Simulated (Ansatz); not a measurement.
## CH5FGeO (SMILES [CH3][GeH]([OH])[F]): the electronic atomisation energy, rung by rung

CH5FGeO has 9 atoms, charge 0, and is taken as a singlet. As SMILES, `[CH3][GeH]([OH])[F]`. The coordinates come from a PBE0-D4/def2-TZVP relaxation. This is one conformer, not always the lowest.

```xyz
9

C    -0.6690    0.9769   -0.5842
Ge    0.0883   -0.6437    0.1215
O     1.2700   -0.1707    1.3455
F     0.9744   -1.4386   -1.1538
H     0.1389    1.6249   -0.9246
H    -1.2379    1.4935    0.1897
H    -1.3271    0.7513   -1.4235
H    -0.8655   -1.7251    0.6568
H     1.7165   -0.9147    1.7555
```

Each level gives the electronic atomisation energy (eV). The values are calculated. Electronic energies at fixed atoms, without zero-point motion or spin-orbit coupling.

```
           level                    kind  program  value (eV)  CPU time (all runs)
      HF/cc-pVDZ            Hartree–Fock   Ansatz       23.20                  4 s
   SVWN5/cc-pVDZ                     LDA   Ansatz       37.40                5.1 s
    BLYP/cc-pVDZ                     GGA   Ansatz       32.01                8.1 s
  r2SCAN/cc-pVDZ                meta-GGA   Ansatz       32.55                 14 s
   BHLYP/cc-pVDZ           global hybrid   Ansatz       31.02                9.3 s
 r2SCAN0/cc-pVDZ         hybrid meta-GGA   Ansatz       31.87                 14 s
 wB97M-V/cc-pVDZ  range-separated hybrid   Ansatz       32.71                 49 s
PBE-QIDH/cc-pVDZ           double hybrid   Ansatz       31.68                9.6 s
 RPA@PBE/cc-pVDZ                     RPA   Ansatz       29.08                 12 s
 BCCD(T)/cc-pVDZ   coupled cluster or CI   Ansatz       30.54                 32 s
```

All-electron rows without a relativistic Hamiltonian named are non-relativistic. Correlated wave functions underbind in double-zeta sets. The values span 23.20 to 37.40 eV. In the correlated wave-function rows the outer d shell of Ge is correlated, in sets not made for it. In so small a basis fixed costs decide the times, and correlated methods can beat functionals. Times are those of the runs behind each value, whatever else they computed, on shared processors of several kinds: orders of magnitude only.
